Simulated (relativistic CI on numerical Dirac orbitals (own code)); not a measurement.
## Ligand-field terms of d7

Computed with a parametric ligand-field model of a d^n configuration (Racah B and C, spin-orbit zeta, crystal field), exact diagonalisation.

Field parameters in Wybourne normalisation: Td as Oh with Dq negative (B⁴₀ = 21Dq, B⁴₄ = √(5/14) B⁴₀). The field is a parameter set, without covalency.

B = 1060 cm⁻¹, C = 4390 cm⁻¹ (C/B = 4.14), Td, no spin-orbit coupling. Tanabe-Sugano data, E/B above the lowest term (Δ = |10Dq|; b, c mark the second and third term of a kind):

| Δ/B | 4A2 | 4T2 | 4T1 | 4T1(b) | 2E | 2T1 | 2T2 |
| --- | --- | --- | --- | --- | --- | --- | --- |
| 1.0 | 0.00 | 1.00 | 1.79 | 16.21 | 17.32 | 17.39 | 17.77 |
| 1.9 | 0.00 | 1.90 | 3.37 | 17.32 | 17.80 | 18.04 | 18.91 |
| 2.8 | 0.00 | 2.80 | 4.95 | 18.46 | 18.12 | 18.54 | 20.01 |
| 3.7 | 0.00 | 3.70 | 6.49 | 19.61 | 18.34 | 18.90 | 21.03 |
| 4.6 | 0.00 | 4.60 | 8.02 | 20.80 | 18.51 | 19.18 | 22.00 |
| 5.5 | 0.00 | 5.50 | 9.50 | 22.00 | 18.65 | 19.39 | 22.88 |
| 6.4 | 0.00 | 6.40 | 10.95 | 23.23 | 18.76 | 19.57 | 23.68 |
| 7.3 | 0.00 | 7.30 | 12.39 | 24.51 | 18.86 | 19.71 | 24.38 |
| 8.2 | 0.00 | 8.20 | 13.78 | 25.81 | 18.95 | 19.83 | 24.98 |
| 9.1 | 0.00 | 9.10 | 15.16 | 27.16 | 19.02 | 19.93 | 25.50 |
| 10.0 | 0.00 | 10.00 | 16.48 | 28.52 | 19.09 | 20.02 | 25.95 |
| 10.9 | 0.00 | 10.90 | 17.77 | 29.92 | 19.16 | 20.09 | 26.35 |
| 11.8 | 0.00 | 11.80 | 19.04 | 31.36 | 19.22 | 20.16 | 26.71 |
| 12.7 | 0.00 | 12.70 | 20.27 | 32.83 | 19.27 | 20.22 | 27.04 |
| 13.6 | 0.00 | 13.60 | 21.48 | 34.33 | 19.32 | 20.28 | 27.34 |
| 14.5 | 0.00 | 14.50 | 22.65 | 35.85 | 19.37 | 20.33 | 27.62 |
| 15.4 | 0.00 | 15.40 | 23.80 | 37.39 | 19.42 | 20.37 | 27.89 |
| 16.3 | 0.00 | 16.30 | 24.93 | 38.98 | 19.46 | 20.42 | 28.14 |
| 17.2 | 0.00 | 17.20 | 26.03 | 40.56 | 19.50 | 20.45 | 28.37 |
| 18.1 | 0.00 | 18.10 | 27.12 | 42.19 | 19.54 | 20.49 | 28.60 |
| 19.0 | 0.00 | 19.00 | 28.19 | 43.81 | 19.58 | 20.52 | 28.81 |
| 19.9 | 0.00 | 19.90 | 29.24 | 45.45 | 19.61 | 20.55 | 29.01 |
| 20.8 | 0.00 | 20.80 | 30.29 | 47.12 | 19.65 | 20.58 | 29.20 |
| 21.7 | 0.00 | 21.70 | 31.31 | 48.78 | 19.68 | 20.61 | 29.38 |

The ground term stays 4A2.
